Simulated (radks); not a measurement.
Results of a calculation; reference values are marked as such.
Radial electron density D(r) = 4 pi r^2 rho(r) of an atom or ion with 69 electrons. Code: a radial shooting solver on a logarithmic mesh with Libxc functionals. Model: scalar-relativistic Kohn-Sham, PBEsol, spin-polarised, spherical densities, finite nucleus; Fermi nuclear charge, rms radius of each element as measured or else 0.836 A^(1/3) + 0.57 fm.

r (bohr),D(r) (e/bohr),spin D(r)
0.001159,7.141,0.00000374
0.001583,11.55,0.00000600
0.002163,18.27,0.00000939
0.002955,28.05,0.0000142
0.004037,41.38,0.0000204
0.005515,57.81,0.0000275
0.007475,74.65,0.0000334
0.01021,88.36,0.0000358
0.01395,93.21,0.0000327
0.01906,88.16,0.0000268
0.02604,82.49,0.0000221
0.03557,91.66,-0.0000109
0.0486,115.2,-0.000160
0.06586,123.9,-0.0000536
0.08998,104.0,0.00444
0.1229,96.39,0.0328
0.1679,111.9,0.142
0.2294,87.39,0.428
0.3134,52.99,0.912
0.4282,61.31,1.33
0.5803,52.80,1.30
0.7928,26.84,0.903
1.083,15.01,0.458
1.48,8.537,0.154
2.021,3.203,0.0294
2.762,1.133,0.00309
3.773,0.6634,-0.00125
5.113,0.3152,-0.00185
6.985,0.06971,-0.000700
9.543,0.006274,-0.0000977
13.04,0.0001748,-0.00000399

What is the nuclear charge?

Answer. Z = 69. The innermost maximum, from 1s, lies near gamma/Z bohr with gamma = sqrt(1 - (Z/c)^2) = 0.864, here 0.0125 bohr (found: 0.0137), and its height grows with Z. The density is that of neutral thulium in [Xe] 4f13 6s2; the configuration itself is not fixed sharply by these data, and Z only to a few units. D(r) has 4 maxima, at r = 0.0137, 0.0618, 0.172, 0.468 bohr, and minima at 0.0262, 0.112, 0.329 bohr, inside which lie 1.92, 11.07, 29.58 electrons.
